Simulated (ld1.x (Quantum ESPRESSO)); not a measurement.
# platinum, PAW: configuration errors across variants

ld1.x (Quantum ESPRESSO) 7.5 input, shortened:

```
&input
   title='Pt', zed=78., rel=1, dft='PBE', iswitch=3,
   config='[Xe] 4f14 5d9 6s0 6p0'
 /
 &inputp
   pseudotype=3, lpaw=.true., tm=.true., lloc=-1, rcloc=2.05,
   nlcc=.false.,
   which_augfun='BESSEL', rmatch_augfun=1.50
 /
6
6S  1  0   0.00   0.00  1.85  2.25  0.0
6S  1  0   0.00   1.55  1.85  2.25  0.0
6P  2  1   0.00   0.00  3.20  3.60  0.0
6P  2  1   0.00   1.10  3.20  3.60  0.0
5D  3  2   9.00   0.00  1.65  2.30  0.0
5D  3  2   0.00   0.80  1.65  2.30  0.0
 &test
   configts(1)='5d9 6s0 6p0'
 /
```

All-electron excitation energies from the reference (eV): (1) 5d9 6s1 6p0 -9.194; (2) 5d8 6s0 6p0 19.966; (3) 5d7 6s0 6p0 52.182; (4) 5d8 6s1 6p0 1.973; (5) 5d10 6s0 6p0 -9.212; (6) 5d9 6s0 6p1 -4.145.

The default core radius of the base comes out at 1.08 bohr.

Tests that are not counted but printed errors over 1 eV. “base”: 5d6 6s0 6p0 (solver errors, printed error -306 eV). “waves 6p (bound): rcut 3.20, rcutus 3.86 bohr; 6p channel at 1.1 Ry: rcut 3.20, rcutus 3.86 bohr”: 5d6 6s0 6p0 (solver errors, printed error -306 eV). “augmentation BESSEL, radius 1.65 bohr”: 5d6 6s0 6p0 (solver errors, printed error -306 eV). “waves 6s (bound): rcut 1.85, rcutus 3.02 bohr; 6s channel at 1.55 Ry: rcut 1.85, rcutus 3.02 bohr”: 5d6 6s0 6p0 (solver errors, printed error -306 eV). “core correction a·sin(br)/r model core inside 1.98 bohr”: 5d6 6s0 6p0 (solver errors, printed error -306 eV).

2 further variants failed, have other tests or another functional or relativity, and are left out.

A true bound ghost makes a file unfit for plane-wave use even where its test errors are small: the radial tests pick states by their node count and pass the ghost by. Where a test does run into it, the solver fails or the error is huge.

Errors AE − PS in meV (a dash: test not solved or not reliable):

| change | (1) | (2) | (3) | (4) | (5) | (6) | bound ghosts |
| --- | --- | --- | --- | --- | --- | --- | --- |
| base | +11 | -44 | -258 | -20 | -9.2 | +6.9 | none |
| all radii but the core radius scaled by about 1.26 (s 2.84, p 4.54, d 2.90 bohr, rcut 2.34/4.04/2.08); local potential all-electron potential smoothed inside 2.58 bohr (lloc = -1); augmentation BESSEL, radius 1.90 bohr | +2.2 | -43 | -295 | -15 | -8.5 | +3.2 | none |
| waves 6p (bound): rcut 3.20, rcutus 3.86 bohr; 6p channel at 1.1 Ry: rcut 3.20, rcutus 3.86 bohr | +11 | -44 | -258 | -20 | -9.2 | +7.7 | none |
| wave 5d channel at 0.8 Ry: rcut 1.65, rcutus 2.30 bohr becomes 5d channel at -0.93 Ry: rcut 1.65, rcutus 2.30 bohr | +8.7 | -63 | -324 | -27 | -28 | +7.0 | none |
| augmentation BESSEL, radius 1.65 bohr | +10 | -44 | -261 | -22 | -8.9 | +6.7 | none |
| waves 6s (bound): rcut 1.85, rcutus 3.02 bohr; 6s channel at 1.55 Ry: rcut 1.85, rcutus 3.02 bohr | +73 | -44 | -258 | +729 | -9.2 | +6.9 | s |
| core correction a·sin(br)/r model core inside 1.98 bohr | +3.3 | -41 | -234 | -22 | -11 | +4.7 | none |
| local potential all-electron potential smoothed inside 2.12 bohr (lloc = -1) | +10 | -44 | -257 | -21 | -9.4 | +6.6 | none |

Question: Give the same row for: local potential all-electron potential smoothed inside 3.50 bohr (lloc = -1).

Answer: +4.9, -44, –, -21, -10, +4.7; bound ghosts: none. Not counted: 5d7 6s0 6p0 (solver errors, printed error -397 eV); 5d6 6s0 6p0 (solver errors, printed error -306 eV).
